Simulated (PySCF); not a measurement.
## Removal energies of Ag²⁹⁺ from EOM-IP-GCCSD

Reference: closed-shell Ag²⁹⁺, [Ar]; one electron is removed. Calculated with PySCF 2.14, two-component X2C-1e with screened spin-orbit coupling, an even-tempered Gaussian basis (18 s from 1.5 bohr⁻², ratio 2.6; 14 p from 2 bohr⁻², ratio 2.6; 6 d from 2.1 bohr⁻², ratio 2.8; 3 f from 38 bohr⁻², ratio 2.8); frozen [Ne]; the 62 highest virtual spinors dropped; of the others 50 kept and the rest restored at second order. No Breit or QED terms. Binding energies in eV.

```
level  Koopmans  second order  EOM-CCSD
3s1/2    1899.4        1885.8    1875.6
3p1/2    1789.8        1789.8    1790.0
3p3/2    1748.6        1749.0    1749.2
```

In EOM-CCSD the overlap with the one-orbital guess is low for 3s1/2 (weight 0.62). That can mean mixing with two-hole, one-particle states, where second order and EOM-CCSD lose accuracy, or only a rotation among the degenerate components of the shell; the terms of those configurations are not listed.

For comparison, the ionisation energy of Ag²⁹⁺ is 1747 ± 5 eV (semi-empirical (NIST evaluation); NIST Atomic Spectra Database, ionization energies).
